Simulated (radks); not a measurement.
Values are calculated unless marked as measured or tabulated.
The lanthanum ion La+ inside a hard spherical wall (all orbitals vanish at R), configuration held at [Xe] 5d2 and not refilled when levels cross. Code: a radial shooting solver on a logarithmic mesh with Libxc functionals. Model: scalar-relativistic Kohn-Sham, PBE, spin-polarised, spherical densities, finite nucleus; open shells are filled with parallel spins first (spin-orbit coupling, left out, can overturn this in heavy ions); Fermi nuclear charge, rms radius 4.855 fm. Eigenvalues in eV for spin up, with the zero of energy where the potential of the charges vanishes at infinity; a dash marks a level that is unbound or too diffuse for the functional's potential to be trusted. A positive occupied level is held by the wall or, in an anion where self-interaction has pushed it up, behind a barrier. The pressure on the wall is -dE/dV.

| R (bohr) | E (hartree) | kinetic (hartree) | e(4d) | e(5s) | e(5p) | e(4f, empty) | e(6s, empty) | e(5d) | pressure (GPa) |
|---|---|---|---|---|---|---|---|---|---|
| free | -8492.7110 | 8982.520 | -107.48 | -42.887 | -26.625 | -8.149 | -7.794 | -7.620 | 0 |
| 15 | -8492.7110 | 8982.520 | -107.48 | -42.887 | -26.625 | -8.149 | -7.794 | -7.620 | < 0.0001 |
| 12 | -8492.7110 | 8982.520 | -107.48 | -42.884 | -26.623 | -8.146 | -7.790 | -7.618 | 0.000389 |
| 10 | -8492.7108 | 8982.523 | -107.46 | -42.865 | -26.604 | -8.126 | -7.760 | -7.601 | 0.00682 |
| 7 | -8492.7026 | 8982.576 | -107.07 | -42.509 | -26.274 | -7.754 | -7.036 | -7.248 | 0.459 |
| 5 | -8492.6224 | 8982.980 | -105.33 | -41.047 | -24.920 | -6.119 | -2.416 | -5.303 | 10.6 |
| 4 | -8492.3500 | 8984.374 | -101.96 | -38.470 | -22.340 | -2.972 | 7.869 | -1.150 | 82.2 |
| 3.5 | -8491.8873 | 8986.681 | -97.934 | -35.451 | -19.045 | 0.788 | 20.410 | 3.966 | 274 |
| 3 | -8490.6471 | 8992.388 | -90.268 | -29.332 | -11.960 | 8.049 | 45.484 | 14.420 | 1040 |
| 1.5 | -8427.5364 | 9202.688 | 21.199 | 158.41 | 201.60 | 130.11 | 579.02 | 267.37 | 196000 |
